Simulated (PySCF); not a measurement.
ethyl(prop-1-ynyl)silane (C₅H₁₀Si), SMILES C(C)#C[SiH2]CC.

Geometry optimised at TPSSh-D3(BJ)/def2-SVP. One conformer was computed; it need not be the lowest.

Two levels are set side by side: TDA-PBE/def2-SVPD (PySCF) and TDA-M06-2X/def2-SVPD (PySCF). Vertical, same geometry. The lowest singlet is HOMO−1→LUMO 72 %, HOMO→LUMO+1 20 % with PBE and HOMO→LUMO+2 37 %, HOMO−1→LUMO+1 17 %, HOMO−1→LUMO 14 %, HOMO−1→LUMO+3 9 % with the other functional; states are paired by order. Differences are taken from unrounded values.

```tsv
quantity	TDA-PBE
lowest singlet excitation (eV)	5.70
lowest triplet excitation (TDA) (eV)	4.81
first bright state (f over 0.05) (eV)	6.73
its oscillator strength	0.16
```

These are the TDA-PBE values. What does TDA-M06-2X give? (Estimate from the structure and the level; the computed values follow.)


| quantity | TDA-M06-2X | TDA-PBE minus TDA-M06-2X |
|---|---|---|
| lowest singlet excitation (eV) | 5.52 | 0.18 |
| lowest triplet excitation (TDA) (eV) | 5.06 | -0.24 |
| first bright state (f over 0.05) (eV) | 7.71 | -0.98 |
| its oscillator strength | 0.25 | -0.09 |

Rough cost on one machine, each run with all the roots and properties that it gave: TDA-M06-2X against TDA-PBE about 8 times.
